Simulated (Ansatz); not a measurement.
Pulling on the Ge1–H2 bond in GeH2O (SMILES [OH][GeH]) (multiplicity 1 held, fragments rigid). Energies count from the point at 1.623 Å.
Geometry at that point (charge 0, multiplicity 1):
```xyz
4

Ge    -0.235    -0.201     0.247
H     -1.411    -0.032    -0.859
O      1.025     0.681    -0.689
H      0.738     1.016    -1.545
```

Signs of static correlation in cc-pVDZ, with CASSCF(2,2), from Ansatz (a program for electronic structure) runs.

| R (Å) | T1 of restricted CCSD | ⟨S²⟩ of UHF | largest double amplitude of restricted CCSD | weight of the CASSCF reference in MRCISD | CASSCF natural occupations |
|---|---|---|---|---|---|
| 1.298 | 0.021 | 0.020 | 0.087 | 0.914 | 1.99 0.01 |
| 1.461 | 0.021 | 0.000 | 0.080 | 0.913 | 1.98 0.02 |
| 1.623 | 0.021 | 0.000 | 0.071 | 0.913 | 1.97 0.03 |
| 1.785 | 0.022 | 0.000 | 0.061 | 0.914 | 1.96 0.04 |
| 1.948 | 0.022 | 0.000 | 0.086 | 0.914 | 1.95 0.05 |
| 2.191 | 0.024 | 0.004 | 0.143 | 0.914 | 1.91 0.09 |
| 2.434 | 0.029 | 0.462 | 0.203 | 0.914 | 1.86 0.14 |
| 2.840 | … | 0.809 | 0.317 | 0.914 | 1.73 0.27 |
| 3.246 | … | 0.937 | 0.463 | 0.913 | 1.55 0.45 |
| 3.733 | 0.094 | 0.990 | 0.669 | 0.914 | 1.34 0.66 |
| 4.382 | 0.121 | 1.009 | 0.905 | 0.914 | 1.15 0.85 |
| 5.194 | 0.135 | 1.013 | 1.060 | 0.914 | 1.05 0.95 |

Q: Some entries are withheld; supply them.

A: 
- 2.840, T1 of restricted CCSD: 0.043
- 3.246, T1 of restricted CCSD: 0.064

Doubts at one or more of the structures used: a restricted determinant that unrestricted orbitals would lower (R-CCSD(T)/cc-pVDZ); other coupled-cluster roots lie near (R-CCSD(T)/cc-pVDZ); T1 above 0.05 (R-CCSD(T)/cc-pVDZ, U-CCSD(T)/cc-pVDZ); a spin-contaminated determinant (U-CCSD(T)/cc-pVDZ).
